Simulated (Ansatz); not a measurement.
A run of Ansatz (development build ahead of 0.2.0) on singlet H₂ at this shape:

```xyz
2

H    -0.0076    0.0055   -0.3770
H     0.0087   -0.0019    0.3850
```

Its results:

```
Converged                       : yes
Reference energy                : -1.11518 hartree
Correlation energy              : -0.01367 hartree
Total energy                    : -1.12885 hartree
Spin squared of the determinant : 0.000
```

Q: Which input gives this output? Name the method, the orbitals and the basis set, and write the input.

A: RHF-MP2 in STO-3G. An unrestricted run that stays on the closed shell gives the same numbers.

```yaml
crystal:
  periodic: [false, false, false]
  atoms:
    - { symbol: H, position_ang: [-0.0076, 0.00553, -0.37703] }
    - { symbol: H, position_ang: [0.00867, -0.00192, 0.38504] }
basis:
  gaussian: { orbitals: STO-3G }
hamiltonian:
  xc: hf
correlation:
  method: mp2
  frozen_orbitals: { H: 0 }
```
